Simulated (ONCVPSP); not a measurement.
**Transferability test, ONCV potential for Pm**

ONCVPSP 4.0.1 input, shortened (lines: element, Z, core and valence counts, functional; n l f; lmax; l rc ep ncon nbas qcut; lloc lpopt rc5 dvloc0; l nproj debl; icmod fcfact rcfact), PBE, fully relativistic:

```
  Pm 61.00   10    4        4      upf
    1    0    2.00
    2    0    2.00
    2    1    6.00
    3    0    2.00
    3    1    6.00
    3    2   10.00
    4    0    2.00
    4    1    6.00
    4    2   10.00
    4    3    4.00
    5    0    2.00
    5    1    6.00
    5    2    1.00
    6    0    0.50
    2
    0    2.70    0.00    4    8    4.90
    1    2.40    0.00    4    7    7.20
    2    3.85    0.00    4    8    4.30
    4    5    2.30    3.00
    0    2    3.40
    1    2    3.70
    2    2    1.80
    0    0.00    0.00
```

Open shells are filled in proportion to 2j + 1.

Energies are relative to the spin-unpolarised reference configuration 5s2 5p6 5d1 6s0.5; without spin polarisation the order of configurations can differ from experiment.

```
valence configuration  charge  ΔE all-electron (eV)  error AE − PS (meV)
      5s2 5p6 5d1 6s1      +1                -5.110                 +1.0
      5s2 5p6 5d1 6s0      +2                 6.492                 +0.5
  5s2 5p6 5d1 6s0 6p1      +1                -1.814                 +6.3
```

Question: What are ΔE and the potential's error for 5s2 5p6 5d1 6s2?

Answer: ΔE = -11.470 eV all-electron; the error (AE − PS) is +7.1 meV.

These tests converged, but a pseudo level misses the all-electron one widely, so the file describes the atom poorly there or has found another state: 5s2 5p6 5d1 6s0 6p1: empty 6s by 4.9 eV.
